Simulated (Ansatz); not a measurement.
A nudged elastic band was laid between two geometries of C$_{2}$H$_{8}$GeN$_{2}$O (14 atoms, charge 0, multiplicity 1).

Level of theory: RKS PBE0/def2-SVP in Ansatz 0.2.0.

| Quantity | Value |
| --- | --- |
| movable images | 9 |
| climbing image | yes |
| spring | 5.0 eV/Å² |
| optimiser | quadratic models (default) |
| start path | through a guess of the saddle point |
| force threshold | 0.03 eV/Å |
| iteration limit | 24 |
| end points | relaxed |

First end point:

```xyz
14
Properties=species:S:1:pos:R:3
C 0.637 -2.088 -0.028
N 0.954 -0.863 0.005
C -0.035 0.128 -0.334
N 0.578 1.013 -1.291
O -1.234 -0.355 -0.870
Ge -0.545 1.011 1.394
H 1.388 -2.839 0.252
H -0.369 -2.437 -0.318
H 1.573 1.106 -1.105
H 0.146 1.934 -1.304
H -1.074 -0.423 -1.825
H -1.269 0.030 2.333
H 0.715 1.566 2.083
H -1.476 2.189 1.037
```

Last end point:

```xyz
14
Properties=species:S:1:pos:R:3
C 0.652 -2.037 -0.004
N 0.991 -0.819 0.058
C 0.033 0.201 -0.267
N 0.721 1.212 -1.011
O -1.150 -0.265 -0.886
Ge -0.568 1.007 1.463
H 1.390 -2.806 0.262
H -0.359 -2.369 -0.301
H 1.317 0.822 -1.739
H 0.074 1.889 -1.405
H -0.927 -0.521 -1.793
H -1.439 -0.008 2.228
H 0.652 1.405 2.304
H -1.401 2.258 1.120
```

Question: What changes between the two ends?

Answer: No bond is made or broken. The height of N4 over the plane of its neighbours goes from -0.35 to 0.34 Å.

Question: What energy profile does the band end with?

Answer: The forces met the threshold. The highest image is number 6 of 0 to 10, 0.171 eV above the first end and 0.052 eV above the last; the last end lies 0.119 eV above the first. A vibrational analysis at the climbing image gives one clearly imaginary mode, 523i cm⁻¹: a first-order saddle point.

```
image  path coordinate (Å)  energy (eV)  height of N4 over the plane of its neighbours (Å)
    0                 0.00        0.000                                              -0.35
    1                 0.13        0.001                                              -0.35
    2                 0.27        0.007                                              -0.34
    3                 0.40        0.024                                              -0.30
    4                 0.53        0.076                                              -0.20
    5                 0.67        0.143                                              -0.07
    6                 0.80        0.171                                               0.07
    7                 0.92        0.155                                               0.19
    8                 1.04        0.131                                               0.28
    9                 1.16        0.121                                               0.32
   10                 1.28        0.119                                               0.34
```

Question: What is the geometry of the highest image?

Answer: 
```xyz
14
Properties=species:S:1:pos:R:3
C 0.662 -2.051 -0.015
N 0.983 -0.827 0.031
C -0.007 0.170 -0.288
N 0.629 1.131 -1.110
O -1.202 -0.328 -0.855
Ge -0.576 0.992 1.448
H 1.417 -2.805 0.245
H -0.348 -2.397 -0.294
H 1.509 0.904 -1.546
H 0.128 1.953 -1.408
H -1.027 -0.438 -1.802
H -1.398 -0.004 2.289
H 0.661 1.452 2.235
H -1.445 2.218 1.098
```

Question: What are the harmonic wavenumbers there?

Answer: 523i, 112, 150, 200, 223, 268, 315, 346, 403, 471, 545, 568, 590, 668, 804, 820, 876, 884, 897, 1025, 1075, 1177, 1211, 1230, 1336, 1458, 1573, 1765, 2142, 2155, 2175, 3070, 3187, 3653, 3788, 3795 cm⁻¹.

The band took 15 iterations and of the order of 21 core-minutes.

Time of the run: 11 min on 2 threads of Arm Neoverse V2 (shared host), peak memory 0.45 GiB.
